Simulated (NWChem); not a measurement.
## Correlation energy of CNO

```
C
O 1 1.1804
N 1 1.2264 2 180.00
```
Charge 0, spin multiplicity 2.

The numbers come from NWChem runs, not from measurements. All single points use one geometry, from UB3LYP/def2-SVP, a minimum by its harmonic frequencies.

Basis set: cc-pVTZ. Each correlation energy counts from its own Hartree-Fock reference.

The correlated methods keep 3 core orbitals frozen. The structure started from a generated list of species. The unpaired electrons of the parent sit in orbitals of symmetry b1 (C2v labels of the run); other states weren't searched. The stability of the SCF solutions was not checked. Open-shell Hartree-Fock references start from PBE0 orbitals. Coupled-cluster values serve here as a point of comparison, not as the truth.

```json
[
 {"method": "CCSD(T) on ROHF", "correlation energy (mHa)": "?", "remark": "large amplitudes"},
 {"method": "CCSD on ROHF", "correlation energy (mHa)": "?", "remark": "large amplitudes"},
 {"method": "URI-MP2", "correlation energy (mHa)": "-520.8", "remark": "-"},
 {"method": "UMP2", "correlation energy (mHa)": "-520.8", "remark": "-"},
 {"method": "SCS-UMP2", "correlation energy (mHa)": "?", "remark": "-"},
 {"method": "CCSD[T] on ROHF", "correlation energy (mHa)": "?", "remark": "large amplitudes"}
]
```

Problem. Some entries are withheld; supply them.

Solution. 
- CCSD(T) on ROHF, correlation energy (mHa): -573.1
- CCSD on ROHF, correlation energy (mHa): -544.8
- SCS-UMP2, correlation energy (mHa): -505.6
- CCSD[T] on ROHF, correlation energy (mHa): -576.2
